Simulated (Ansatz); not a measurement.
Reaction (ligand exchange at a Ge–F bond): `[OH][Ge][F]` + NH₃ → `[NH2][Ge][OH]` + H–F

Gas-phase electronic energies from Ansatz, PBE0-D4/def2-TZVP geometries. CCSD(T)/CBS is the MP2 limit (def2-TZVPP, def2-QZVPP) plus CCSD(T) − MP2 in def2-TZVPP, frozen cores. This one scheme is used for every species. Functionals use def2-TZVPP. B3LYP here is the variant with VWN-RPA as its local correlation; programs differ in this. For Ge outer-core shells are correlated without core-valence functions, which leaves a few kJ/mol of doubt a bond. Scalar relativity is left out up to krypton. One conformer a species, not always the lowest.

```tsv
level	ΔE (kcal/mol)
B3LYP-D4	17.7
BHLYP-D4	17.3
PBE-QIDH	15.4
B3LYP	18.8
CAM-B3LYP	18.8
MP2/def2-TZVPP	14.6
SCS-MP2/def2-TZVPP	15.8
CCSD/def2-TZVPP	15.6
```

**Question.** What does CCSD(T)/CBS give? (An estimate is asked.)

**Answer.** Computed: +15.1 kcal/mol. The listed levels differ from it by 2.6, 2.2, 0.3, 3.7, 3.7, -0.5, 0.7, 0.5 kcal/mol.

Largest T1 diagnostic among the species: 0.015.

From PBE to PBE0 (25 % exact exchange), in def2-TZVPP and without D4, ΔE moves by −1.1 kcal/mol. Leaving LDA and LC-ωPBE aside and taking each functional with its dispersion term where it has one, the values, not all of them listed here, spread over 4.2 kcal/mol, from PBE-QIDH to B97M-V. LDA lies −2.4 kcal/mol from PBE without D4.
